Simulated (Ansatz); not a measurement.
Question: Name a neutral molecule of B, O, Si and H with HOMO–LUMO gap (PBE/def2-TZVPP) between 5.65 and 5.95 eV and HOMO energy (PBE0/def2-TZVPP) between -8.35 and -8.05 eV (Ansatz, PBE0-D4/def2-TZVP geometry).

Answer: `OB([SiH3])O[SiH3]` (5.70 eV, -8.21 eV); `OBO[SiH2][SiH3]` (5.79 eV, -8.16 eV). Other molecules can fit too; these were computed, each in one conformer that needn't be the lowest.
